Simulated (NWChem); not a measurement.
# CH$_{5}$ClOSi$_{2}$; SMILES O=C[SiH2][SiH2]Cl

```xyz
10

O      1.0830    -2.6478     0.6115
C      0.8092    -1.9543    -0.3335
Si    -0.9135    -1.0762    -0.4800
Si    -0.7002     0.9837     0.6215
Cl     0.9178     1.9429    -0.2707
H      1.5667    -1.7716    -1.1458
H     -1.2422    -0.8260    -1.9176
H     -1.9547    -1.9311     0.1629
H     -0.3986     0.7954     2.0695
H     -1.9067     1.8485     0.4714
```
Atoms are numbered in this order, from 1.

Results from NWChem. Pople sets run with spherical d functions. Coordinates come from a PBE0/def2-SVP optimisation. Vzz is the largest principal value of the second derivative of the potential at the nucleus (NWChem prints the opposite sign); η is the asymmetry. Non-relativistic.

For level PBE/6-31G*:

| Property | Value |
|---|---|
| Vzz O1 (a.u.) | -1.917 |

Problem. What are these values for level PBE0/def2-SVP?

Solution. 
* **Vzz O1 (a.u.)**: -2.044
